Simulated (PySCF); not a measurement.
Correlation energy of Mo(26+) (molybdenum, charge +26)

[Ne] 3s2 3p4, high-spin 3P determinant. All numbers are calculated (PySCF 2.14, scalar relativity by spin-free X2C-1e, in an even-tempered Gaussian basis (18 s from 2.9 bohr⁻², ratio 2.5; 12 p from 3.8 bohr⁻², ratio 2.5; 5 d from 19 bohr⁻², ratio 2.7; 4 f from 28 bohr⁻², ratio 2.7)). Frozen: 1s2; 14 electrons correlated; the 21 highest virtual orbitals of each spin left out.

```csv
level,correlation energy (mhartree)
CCSD,-565.50
(T),-1.73
CCSD(T),-567.23
```

Diagnostics: T1 = 0.0010, D1 = 0.0047, largest double amplitude 0.025.

Spin-orbit coupling is strong in this species (close to jj coupling), so the high-spin LS determinant is a model state, not a physical level.

Cost of the coupled-cluster step: of the order of 60 core-seconds, for 14 correlated electrons.

At this charge the one-electron X2C treatment keeps the bare 1/r₁₂, with no two-electron picture change or Breit term. The effect here is smaller than on the frozen 1s shell; and a scalar Hamiltonian misses the large spin-orbit splitting of the p shells, which matters for ns² → np² pairs.

Spin-orbit coupling is strong in this species, so the high-spin LS determinant is a model state.
